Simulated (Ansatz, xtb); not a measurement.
C8H8O: which of two isomers lies lower

Structure X: `C=COc1ccccc1`, a singlet. Structure Y: `CC(=O)c1ccccc1`, a singlet. Both are isolated molecules in the gas phase, relaxed with PBE-D3(BJ)/def2-SVP; the shapes shown needn't be the lowest conformers.

X (Å):

```csv
atom,x (Å),y (Å),z (Å)
C,0.3261,-1.0220,-3.1663
C,-0.0928,-0.2805,-2.1281
C,0.2063,0.3408,0.1383
C,0.9760,1.1683,0.9775
C,0.5056,1.4860,2.2570
C,-0.7301,0.9888,2.7074
C,-1.4864,0.1584,1.8673
C,-1.0243,-0.1771,0.5845
O,0.7406,0.0506,-1.0944
H,1.3423,-1.4413,-3.1929
H,-0.3488,-1.1987,-4.0140
H,-1.1081,0.1522,-2.0675
H,1.9355,1.5514,0.6016
H,1.1098,2.1350,2.9091
H,-1.0976,1.2436,3.7122
H,-2.4480,-0.2494,2.2149
H,-1.6037,-0.8579,-0.0555
```

Y (Å):

| atom | x (Å) | y (Å) | z (Å) |
| --- | --- | --- | --- |
| C | -0.2897 | -0.4878 | -2.5156 |
| C | 0.5272 | 0.3509 | -1.5476 |
| C | 0.1066 | 0.3888 | -0.1026 |
| C | 0.8741 | 1.1722 | 0.7861 |
| C | 0.5352 | 1.2487 | 2.1408 |
| C | -0.5786 | 0.5410 | 2.6270 |
| C | -1.3494 | -0.2416 | 1.7524 |
| C | -1.0094 | -0.3180 | 0.3939 |
| O | 1.5061 | 0.9828 | -1.9297 |
| H | 0.1524 | -0.4008 | -3.5239 |
| H | -0.3006 | -1.5536 | -2.2077 |
| H | -1.3456 | -0.1483 | -2.5443 |
| H | 1.7385 | 1.7123 | 0.3713 |
| H | 1.1396 | 1.8622 | 2.8263 |
| H | -0.8470 | 0.5998 | 3.6930 |
| H | -2.2212 | -0.7959 | 2.1317 |
| H | -1.6214 | -0.9346 | -0.2805 |

Quicker runs give these differences E(Y) − E(X): GFN2-xTB −0.521 eV; HF/STO-3G −0.952 eV (at GFN2-xTB geometries); r2SCAN-D4/def2-SVP −1.125 eV (at GFN2-xTB geometries).

Question: Estimate E(Y) − E(X) at the level CCSD(T)/def2-SVP + ΔMP2/def2-TZVPP.

Answer: Calculated at CCSD(T)/def2-SVP + ΔMP2/def2-TZVPP: E(Y) − E(X) = −1.095 eV, so structure Y lies lower.

How the difference moves with the method:

```
                             level             geometry  E(Y) − E(X) (eV)  departure from the last row (eV)  job, with rough time for the two
                          GFN2-xTB             GFN2-xTB              −0.521                            +0.574              optimisation, 0.22 s
                         HF/STO-3G             GFN2-xTB              −0.952                            +0.143              single point, 0.56 s
                r2SCAN-D4/def2-SVP             GFN2-xTB              −1.125                            −0.030               single point, 3.5 s
               PBE-D3(BJ)/def2-SVP  PBE-D3(BJ)/def2-SVP              −1.077                            +0.018                optimisation, 21 s
                       HF/def2-SVP  PBE-D3(BJ)/def2-SVP              −1.174                            −0.079           part of the CCSD(T) run
                      MP2/def2-SVP  PBE-D3(BJ)/def2-SVP              −1.295                            −0.201           part of the CCSD(T) run
                  CCSD(T)/def2-SVP  PBE-D3(BJ)/def2-SVP              −1.209                            −0.114                      single point
CCSD(T)/def2-SVP + ΔMP2/def2-TZVPP  PBE-D3(BJ)/def2-SVP              −1.095                                               single point, 2.1 min
```

As drawn, Y has 2 C–C, 1 C=O in place of 1 C=C, 2 C–O.

The levels shown agree on the order. The largest departure from CCSD(T)/def2-SVP + ΔMP2/def2-TZVPP is that of GFN2-xTB, 0.574 eV. The last row adds to CCSD(T) the change of the MP2 difference between the two basis sets, here +0.114 eV.

With thermal terms from frequencies at re-optimised GFN2-xTB minima (ideal gas, soft modes damped towards free rotors, one conformer each, 298.15 K, 1 atm): the zero-point term adds +0.019 eV; ΔH is −1.073 and ΔG −1.074 eV.

The correlated steps freeze 9 core orbitals. Programs: Ansatz 0.2.0, xtb 6.7.1; the last row on 4 threads of Intel(R) Xeon(R) Platinum 8488C (Sapphire Rapids) on a shared host.
